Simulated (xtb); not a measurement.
C₂H₄AlBr, SMILES C=[CH][AlH][Br]. All values are semi-empirical tight-binding results from xtb (GFN2-xTB unless named), good for trends rather than for accurate numbers. Geometry optimised at GFN2-xTB. The structure was generated by enumeration; whether it is a known compound was not checked. Other conformers were not sampled.

Optimised geometry:

Bonded distances (Å): Al1–H2 1.535, Al1–Br3 2.253, Al1–C4 1.968, C4–C5 1.335, C4–H6 1.091, C5–H7 1.082, C5–H8 1.085. Bond angles (°): H2–Al1–Br3 114.8, H2–Al1–C4 117.4, Br3–Al1–C4 127.8, Al1–C4–C5 113.2, Al1–C4–H6 128.7, C5–C4–H6 118.1, C4–C5–H7 124.1, C4–C5–H8 120.4, H7–C5–H8 115.5.

For metal compounds this method's bond lengths and energies can be far off.

| Item | Value |
|---|---|
| point group as xtb finds it | Cs |
| orbital gap | 3.98 eV |
| zero-point energy | 29.8 kcal/mol |
| G − E(el) at 298.15 K (modified RRHO) | 10.2 kcal/mol |

Question: Give the atomic charges and the Wiberg bond orders between heavy atoms. (The exact figures need the calculation; the answer reports its results.)

Answer: charges (e) Al1 0.37, H2 -0.15, Br3 -0.17, C4 -0.14, C5 -0.06, H6 0.06, H7 0.04, H8 0.05. Bond orders Al1–Br3 1.33, Al1–C4 1.00, C4–C5 1.90.
